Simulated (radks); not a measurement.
Values are calculated unless marked as measured or tabulated.
Task: In XIV, 36 electrons, occupied as [Kr]. Code: a radial shooting solver on a logarithmic mesh with Libxc functionals. Model: scalar-relativistic Kohn-Sham, PBEsol, spin-polarised, spherical densities, finite nucleus; Fermi nuclear charge, rms radius 4.6156 fm. Some entries of the table are withheld. Estimate them.

| orbital | occ. | eigenvalue (eV) | r(max) (bohr) |
|---|---|---|---|
| 1s | 2 | -28032.15 | 0.01923 |
| 2s | 2 | -4449.949 | (1) |
| 2p | 6 | (2) | 0.08694 |
| 3s | 2 | -1073.897 | 0.3149 |
| 3p | 6 | -934.8593 | 0.3079 |
| 3d | 10 | (3) | (4) |
| 4s | 2 | -377.7849 | 0.7419 |
| 4p | 6 | -331.8751 | 0.7727 |

Result: 
(1) 2s r(max) (bohr): 0.1086
(2) 2p eigenvalue (eV): -4025.451
(3) 3d eigenvalue (eV): -720.1717
(4) 3d r(max) (bohr): 0.2566
